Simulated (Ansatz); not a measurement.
Computed with Ansatz on PBE0-D4/def2-TZVP structures; ΔE is electronic, products minus reactants. CCSD(T)/CBS is the MP2 limit (def2-TZVPP, def2-QZVPP) plus CCSD(T) − MP2 in def2-TZVPP, frozen cores. Functionals use def2-TZVPP. B3LYP here is the variant with VWN-RPA as its local correlation; programs differ in this. Each species was taken in one conformer, which may not be the lowest.

Reaction (ligand exchange at the Si–O bond): `[SiH3][O][Al]([O][SiH3])[O][SiH3]` + `CN[SiH](O)O` → `CN([SiH3])[SiH](O)O` + `[OH][Al]([O][SiH3])[O][SiH3]`

```json
{"level": "PBE0-D4", "ΔE (kJ/mol)": "55.3"}
{"level": "B3LYP-D4", "ΔE (kJ/mol)": "61.5"}
{"level": "PBE0", "ΔE (kJ/mol)": "59.4"}
{"level": "MP2/def2-QZVPP", "ΔE (kJ/mol)": "56.5"}
```

(1) What does CCSD(T)/CBS give? (Estimate.)

Largest T1 diagnostic among the species: 0.012.

## Answers

(1) Ansatz gave: +58.4 kJ/mol. The listed levels differ from it by -3.1, 3.1, 1.0, -1.9 kJ/mol.

From PBE to PBE0 (25 % exact exchange), in def2-TZVPP and without D4, ΔE moves by +5.0 kJ/mol. The D4 term adds −8.0 kJ/mol with B3LYP and −4.1 kJ/mol with PBE0; it sums over pairs of atoms, weighted by their polarisabilities, and B3LYP, whose exchange is more repulsive, gets the larger term. In def2-TZVPP, CCSD(T) changes the Hartree–Fock value by −28.7 kJ/mol (the triples alone add −4.8 kJ/mol) and MP2 by −30.8 kJ/mol.
